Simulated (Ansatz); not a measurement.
CH₁₁B₂GaSi₂, 17 atoms. Total charge 0; spin multiplicity 1. Correlated methods include outer-core shells of Ga, which these sets cover unevenly. Scalar relativity is left out up to krypton. The bonds changed during the relaxation, so this is another structure than the one it started from. Hardware: A = 2 threads of an AMD EPYC 7R13 on a shared host and a share of an NVIDIA H100 80 GB; B = 2 threads of an AMD EPYC 7R13 on a shared host. Correlated methods freeze the cores. Open-shell runs search over several starts.

Task: Give the basis size and wall time and peak host memory of each of these runs in Ansatz. RKS PBE0-D4/def2-TZVP relaxation (47 steps) [A]; UKS PBE0-D4/def2-TZVPP energy of the cation [A]; RHF-MP2/def2-QZVPP energy [A]; RKS PBE0-D4/def2-QZVPP energy [A]; UKS ωB97M-V/def2-TZVPP energy of the cation [A]; RHF-CCSD(T)/def2-TZVPP energy [A]; UHF-CCSD(T)/def2-TZVPP energy of the cation [A]; UKS r2SCAN-D4/def2-TZVPP energy of the cation [A]; RKS PBE-D4/def2-TZVPP energy and forces [A]; RKS ωB97M-V/def2-SVP energy [B]; UKS B2PLYP (frozen core)/def2-TZVPP energy of the cation [A]; UKS B3LYP-D4/def2-TZVPP energy of the cation [A]. (Estimate.)

Result: Ansatz gave: Other jobs shared the machine, so times are rough.

| level | job | functions | wall time | peak host memory (GiB) |
| --- | --- | --- | --- | --- |
| RKS PBE-D4/def2-TZVPP | energy and forces [A] | 379 | 2.5 s | 0.93 |
| RKS PBE0-D4/def2-QZVPP | energy [A] | 730 | 3.9 s | 1.3 |
| UKS PBE0-D4/def2-TZVPP | energy of the cation [A] | 379 | 6.5 s | 1 |
| UKS r2SCAN-D4/def2-TZVPP | energy of the cation [A] | 379 | 6.5 s | 1.1 |
| RHF-MP2/def2-QZVPP | energy [A] | 730 | 8 s | 1.4 |
| UKS B3LYP-D4/def2-TZVPP | energy of the cation [A] | 379 | 8 s | 1 |
| UKS B2PLYP (frozen core)/def2-TZVPP | energy of the cation [A] | 379 | 8.5 s | 1.8 |
| UKS ωB97M-V/def2-TZVPP | energy of the cation [A] | 379 | 11 s | 1.3 |
| RHF-CCSD(T)/def2-TZVPP | energy [A] | 379 | 11 s | 0.89 |
| RKS ωB97M-V/def2-SVP | energy [B] | 165 | 18 s | 0.87 |
| RKS PBE0-D4/def2-TZVP | relaxation (47 steps) [A] | 281 | 96 s | 1 |
| UHF-CCSD(T)/def2-TZVPP | energy of the cation [A] | 379 | 3.2 min | 1.8 |

B3LYP here is the variant with VWN-RPA as its local correlation; programs differ in this.
